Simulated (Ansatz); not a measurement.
Consider the ligand exchange at the Si–N bond: `[OH][GeH2][NH][SiH](O)F` + CH₃SH → `CS[SiH](O)F` + `[NH2][GeH2][OH]`.

Isolated molecules relaxed with PBE0-D4/def2-TZVP in Ansatz; ΔE leaves out vibrations. CCSD(T)/CBS adds triple-zeta CCSD(T) − MP2 to the extrapolated MP2 energy (def2 sets, frozen cores). This one scheme is used for every species. Functionals use def2-TZVPP. B3LYP here is the variant with VWN-RPA as its local correlation; programs differ in this. For Ge outer-core shells are correlated without core-valence functions, which leaves a few kJ/mol of doubt a bond. Scalar relativity is left out up to krypton. One conformer a species, not always the lowest.

```csv
level,ΔE (eV)
PBE-D4,0.27
B3LYP-D4,0.38
ωB97M-V,0.39
MP2/def2-TZVPP,0.40
HF/def2-QZVPP,0.42
HF/CBS(def2),0.42
MP2/CBS(def2),0.35
CCSD/CBS(def2),0.39
```

**Question.** What does CCSD(T)/CBS give? (Estimate.)

**Answer.** Computed: +0.38 eV. The listed levels differ from it by -0.11, 0.00, 0.01, 0.02, 0.04, 0.04, -0.03, 0.01 eV.

Largest T1 diagnostic among the species: 0.012.

The D4 term adds +0.04 eV with B3LYP and +0.02 eV with PBE0; it sums over pairs of atoms, weighted by their polarisabilities, and B3LYP, whose exchange is more repulsive, gets the larger term. From PBE to PBE0 (25 % exact exchange), in def2-TZVPP and without D4, ΔE moves by +0.05 eV.
